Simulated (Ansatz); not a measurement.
Cartesian coordinates in Å:
```
B -0.1943 1.5590 0.0603
C 0.4209 0.3850 -0.5727
F 0.9170 0.4818 -1.8582
Al -1.5840 -0.1956 -0.1867
Si 1.3269 -1.0033 0.3437
H -0.3559 2.6457 -0.3963
H -0.8222 1.2643 1.0907
H -1.6280 -1.4517 0.7687
H -2.8362 0.3532 -0.9779
H 1.0811 -2.3310 -0.2766
H 0.8999 -1.0192 1.7628
H 2.7748 -0.6883 0.2422
```

Total charge 0; spin multiplicity 1. The bonds changed during the relaxation, so this is another structure than the one it started from.

Q: List the PBE0/def2-TZVPP orbital energies in eV (Ansatz). (Estimate.)

A: Ansatz gave: Occupied: -1802.88, -1528.46, -674.11, -280.12, -184.63, -145.23, -114.31, -99.89, -99.87, -99.86, -74.42, -74.26, -74.20, -33.75, -19.86, -15.83, -15.35, -13.30, -12.87, -12.35, -11.48, -10.45, -10.10, -10.00, -9.17, -8.71, -7.71. Lowest empty: -2.18, -0.41, 0.35, 0.43, 0.96, 1.22, 1.47, 1.71.
